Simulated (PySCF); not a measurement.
## Correlation energy of Ho (holmium, neutral)

[Xe] 4f11 5d2, one real determinant (an excited configuration). Calculation: PySCF 2.14, in x2c-TZVPPall with one added diffuse shell each of s, p, d, f type (12s8p8d5f2g, 129 functions); the spin-free X2C one-electron Hamiltonian (Gaussian nucleus). Frozen: [Kr] 4d10; 21 electrons correlated.

MP2 pair energies summed by pair of shells (mhartree):

| pair | energy | share (%) |
| --- | --- | --- |
| 4f-4f | -428.45 | 46.7 |
| 4f-5p | -223.99 | 24.4 |
| 5p-5p | -111.14 | 12.1 |
| 4f-5s | -53.62 | 5.8 |
| 5p-5d | -32.49 | 3.5 |
| 5s-5p | -32.11 | 3.5 |
| 4f-5d | -22.08 | 2.4 |
| 5s-5s | -5.97 | 0.7 |
| 5d-5d | -4.39 | 0.5 |
| 5s-5d | -3.50 | 0.4 |

Total MP2 correlation energy: -917.74 mhartree.

Same-spin part -363.13 and opposite-spin part -554.60 mhartree; SCS-MP2 scales them by 1/3 and 6/5 to -786.57 mhartree.

The reference is one real determinant that mixes LS terms of this configuration.
